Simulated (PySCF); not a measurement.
Hf(Cl)3(OH)(OH2) (Cl3H3HfO2), SMILES [OH][Hf](<-[OH2])([Cl])([Cl])[Cl], multiplicity 1.

The structure is a stationary point at PBE0-D3(BJ)/def2-SVP. The spin state was assumed, not searched. The def2 effective core potentials stand for the cores of Hf; spin–orbit coupling is left out. The values are those of a single conformer.

Two levels are set side by side: PBE/def2-TZVP (PySCF) and ωB97X/def2-TZVP (PySCF). Same geometry, gas phase. Differences are taken from unrounded values.

```csv
quantity,PBE
orbital gap (eV),5.03
highest occupied level (eV),-7.27
lowest empty level (eV),-2.23
dipole moment (D),4.74
mean polarisability (bohr³),88.8
```

Problem. These are the PBE values. What does ωB97X give? (An estimate is asked for; the answer gives what the named calculation found.)

Solution. 
```
quantity                      ωB97X  PBE minus ωB97X
---------------------------  ------  ---------------
orbital gap (eV)              11.76            -6.72
highest occupied level (eV)  -11.04             3.78
lowest empty level (eV)        0.71            -2.95
dipole moment (D)              5.07            -0.33
mean polarisability (bohr³)    81.5              7.3
```

PBE's occupied levels lie high since its potential decays too fast outside the molecule; exact exchange lowers them and widens the gap. Loosely held outer electrons make PBE densities more polarisable. Differences between two approximate levels are no errors against the true value.

Rough cost on one machine, each run with all the roots and properties that it gave: ωB97X against PBE within a factor of 2.
